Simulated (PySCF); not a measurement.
Compound: C₃H₇FSi.
Z-matrix (Å and degrees, GFN2-xTB geometry), rows numbered from 1:
```
F 
C   1  1.3663
C   2  1.4876  1  118.00
C   2  1.4945  1  118.23  3   -70.09
Si  4  1.8842  2  119.77  3   110.56
H   2  1.0827  1  109.63  3   144.65
H   3  1.0793  2  118.02  4  -109.05
H   3  1.0797  2  117.38  4   108.17
H   4  1.0838  2  113.83  3  -105.09
H   5  1.4626  4  108.69  2  -154.80
H   5  1.4623  4  108.88  2    84.40
H   5  1.4647  4  108.14  2   -35.41
```

The closed-shell SCF was solved with PySCF and density fitting under several settings on one GFN2-xTB geometry (grid level 2 and gas phase unless stated).

```
                            settings  basis functions  SCF cycles     E (Eh)  HOMO (eV)  LUMO (eV)  dipole (D)
                       PBE0/pcSseg-1              127          12  -507.4248      -8.02       0.74        1.37
                 CAM-B3LYP/def2-SVPD              163          12  -507.4928      -9.50       1.21        1.55
B3LYP/aug-pcSseg-1, IEF-PCM methanol              200          12  -507.8305      -7.71      -0.11        1.79
PBE0/aug-cc-pVDZ, level shift 0.3 Eh              182          12  -507.4815      -8.01      -0.01        1.40
                     B97-D/6-31++G**              136          13  -507.6615      -6.59      -0.41        1.39
                        PBE0/pcseg-1              109          12  -507.3980      -8.04       0.67        1.40
```

**Question.** Estimate the rows for these settings: (1) PBE0/3-21G, energy threshold 1e-11 Eh; (2) X3LYP/def2-SVPD, grid level 3; (3) HF/pcSseg-1, grid level 1.

**Answer.** 
| settings | basis functions | SCF cycles | E (Eh) | HOMO (eV) | LUMO (eV) | dipole (D) |
| --- | --- | --- | --- | --- | --- | --- |
| PBE0/3-21G, energy threshold 1e-11 Eh | 63 | 11 | -504.7180 | -7.71 | 1.37 | 1.23 |
| X3LYP/def2-SVPD, grid level 3 | 163 | 12 | -507.4690 | -7.94 | 0.26 | 1.49 |
| HF/pcSseg-1, grid level 1 | 127 | 10 | -505.9543 | -11.26 | 3.81 | 1.68 |

**Question.** Over all rows, what range does the HOMO–LUMO gap span?

**Answer.** From 6.18 eV (B97-D/6-31++G**) to 15.07 eV (HF/pcSseg-1, grid level 1). The functional of the narrowest has no exact exchange, that of the widest 100 % exact exchange.

**Question.** Compare two rows with the functional PBE0: PBE0/aug-cc-pVDZ, level shift 0.3 Eh and PBE0/3-21G, energy threshold 1e-11 Eh. Which energy is lower, and by how much?

**Answer.** PBE0/aug-cc-pVDZ, level shift 0.3 Eh (182 functions) lies 2.7635 Eh or 1734 kcal/mol below PBE0/3-21G, energy threshold 1e-11 Eh (63 functions).

B97-D ran without the empirical dispersion term, which would shift the total energy alone. Cycle counts include a coarse-grid stage where the run had one. All basis functions are spherical, in the Pople sets too. The species at its GFN2-xTB geometry.
